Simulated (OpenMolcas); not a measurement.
# GaH2O2 (SMILES [OH][Ga][OH]): methods side by side

GaH2O2 has 5 atoms, charge 0, and is taken as a doublet. SMILES: `[OH][Ga][OH]`. The coordinates come from a PBE0-D4/def2-TZVP relaxation. This is one conformer, not always the lowest.

```xyz
5

O    -0.3706    0.0216   -1.2744
Ga   -0.3117   -0.7538    0.3536
O     0.6182    0.1549    1.5911
H    -0.8674   -0.4646   -1.9365
H     0.9815    0.9682    1.2247
```

Each level gives the dipole moment (D). The values are calculated.

| level | kind | program | value (D) | CPU time |
| --- | --- | --- | --- | --- |
| UHF/def2-SVPD | Hartree–Fock | OpenMolcas | 2.16 | 9.3 s |
| USVWN5/def2-SVPD | LDA | OpenMolcas | 1.80 | 16 s |
| UBLYP/def2-SVPD | GGA | OpenMolcas | 1.81 | 23 s |
| U-r2SCAN/def2-SVPD | meta-GGA | OpenMolcas | 1.83 | 30 s |
| UTPSS/def2-SVPD | meta-GGA | OpenMolcas | 1.77 | 32 s |
| UBHLYP/def2-SVPD | global hybrid | OpenMolcas | ? | 26 s |
| UM06-2X/def2-SVPD | hybrid meta-GGA | OpenMolcas | 1.95 | 28 s |
| UPBE0/def2-SVPD | global hybrid | OpenMolcas | ? | 24 s |

Q: Estimate what the levels marked ? give.

A: As computed at these levels: UBHLYP/def2-SVPD: 2.07 D; UPBE0/def2-SVPD: 1.89 D. All-electron rows without a relativistic Hamiltonian named are non-relativistic. The values span 1.77 to 2.16 D. CPU times are rough (shared hosts, several kinds of processor): they show what a rung costs within a factor of a few.
